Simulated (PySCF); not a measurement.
acetonitrile (C2H3N), SMILES CC#N.

Coordinates come from a B3LYP-D3(BJ)/def2-TZVP optimisation.

Calculation: CAM-B3LYP/def2-TZVPD in PySCF.

Isolated molecule, no solvent.

```json
{
 "total_energy": "-132.73691 hartree",
 "point_group": "C3v",
 "highest_occupied_level": "-10.94 eV",
 "lowest_empty_level": "0.52 eV",
 "orbital_gap": "11.46 eV",
 "dipole_moment": "4.08 D",
 "quadrupole, principal values (traceless, Buckingham form, about the centre of nuclear charge)": "-3.33, 1.66, 1.66 D·Å",
 "mean_static_polarisability": "29.3 bohr³ (4.34 Å³)",
 "polarisability_principal_values": "24.2, 24.2, 39.5 bohr³"
}
```
